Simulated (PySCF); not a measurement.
## What settings do to a single point of [Pb(SH)3]+

The sound run of [Pb(SH)3]+ (singlet) uses PySCF 2.14.0, RKS B3LYP, Pb def2-SVP with ECP60, S def2-SVP, H def2-SVP; non-relativistic Hamiltonian with scalar-relativistic core potentials where named; density fitting; no spin-orbit coupling, grid (50, 194), threshold 1e-8 Eh and 55 cycles, at the relaxed geometry:

```xyz
7

Pb    0.0000    0.0000    0.4778
S     2.4236    0.5301    0.4730
H     2.7880   -0.7799    0.4752
S    -1.6708    1.8338    0.4730
H    -0.7186    2.8044    0.4753
S    -0.7527   -2.3639    0.4731
H    -2.0694   -2.0245    0.4753
```

There Pb1 has a Mulliken charge of 0.69 e and the dipole about the centre of mass is 0.01 D. Each run below changes one thing and starts from free metal ions and neutral atoms unless it says otherwise; with 55 cycles, smearing, a level shift and second-order steps follow where DIIS fails, and their cycles count. Energy shifts count from the sound run.

| change | outcome | cycles | energy shift (eV) | largest force component (eV/Å) | charge on Pb1 (e) | dipole about the centre of mass (D) |
| --- | --- | --- | --- | --- | --- | --- |
| start from a density of up to 30 smeared cycles (not counted) | converged | 7 | 0.0000 | 0.01 | 0.69 | 0.01 |
| grid (99, 590) | converged | 9 | 0.0039 | 0.01 | 0.69 | 0.01 |

(1) One further run converged with energy shift (eV) 2132.99, largest force component (eV/Å) 11807.85, charge on Pb1 (e) 3.01, dipole about the centre of mass (D) 3.03. Which change was it?
A. threshold 0.001
B. spin (2S) set to 8, limit 88 cycles
C. S6 put 0.5 Å from Pb1, limit 88 cycles

(2) And the other changes listed?

Unsound on purpose, so not properties of the compound: S6 put 0.5 Å from Pb1, limit 88 cycles; spin (2S) set to 8, limit 88 cycles.

Forces carry noise of the integration grid, about 0.01 to 0.03 eV/Å.

## Answers

(1) C.

(2) 
```tsv
change	outcome	cycles	energy shift (eV)	largest force component (eV/Å)	charge on Pb1 (e)	dipole about the centre of mass (D)
spin (2S) set to 8, limit 88 cycles	converged	24	17.92	5.21	-0.47	1.12
threshold 0.001	converged	5	0.0001	0.02	0.69	0.01
```
